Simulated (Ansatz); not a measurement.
A nudged elastic band was laid between two geometries of GeH2S (4 atoms, charge 0, multiplicity 1).

These are results of RKS CAM-B3LYP-D4/def2-SVP (Ansatz 0.2.0), not measurements.

- movable images: 7
- climbing image: yes
- spring: 5.0 eV/Å²
- optimiser: quadratic models (default)
- start path: IDPP
- force threshold: 0.03 eV/Å
- iteration limit: 59
- end points: relaxed

Initial state:

```xyz
4
Properties=species:S:1:pos:R:3
S -0.448 -1.201 0.276
Ge -0.841 0.741 -0.745
H 0.782 -0.965 0.775
H 0.562 1.365 -0.326
```

Final state:

```xyz
4
Properties=species:S:1:pos:R:3
S 0.644 -0.655 0.575
Ge -0.750 0.577 -0.631
H -0.142 -1.750 0.657
H 0.304 1.768 -0.622
```

Problem. Which bonds break or form, and what moves?

Solution. No bond is made or broken. The dihedral H3–S1–Ge2–H4 goes from 0 to -180°.

Problem. Give the energies along the band, and the barrier.

Solution. The run converged. The highest image is number 4 of 0 to 8, 64.3 kJ/mol above the first end and 73.4 kJ/mol above the last; the last end lies 9.1 kJ/mol below the first. A vibrational analysis at the climbing image gives one clearly imaginary mode, 686i cm⁻¹: a first-order saddle point.

```tsv
image	path coordinate (Å)	energy (kJ/mol)	dihedral H3–S1–Ge2–H4 (°)
0	0.00	0.0	0
1	0.28	7.6	-22
2	0.55	28.5	-45
3	0.83	52.8	-68
4	1.11	64.3	-90
5	1.40	52.0	-113
6	1.69	25.5	-135
7	1.98	1.0	-157
8	2.28	-9.1	-180
```

Problem. What is the geometry of the highest image?

Solution. 
```xyz
4
Properties=species:S:1:pos:R:3
S -0.235 -0.809 1.005
Ge -0.683 0.331 -0.951
H 0.917 -1.270 0.465
H 0.057 1.689 -0.539
```

Problem. What are the harmonic wavenumbers there?

Solution. 686i, 357, 544, 719, 1908, 2684 cm⁻¹.

The run took 5 min on 1 thread of Intel(R) Xeon(R) Processor @ 2.50GHz (Skylake/Cascade Lake) (shared host), peak memory 0.14 GiB.
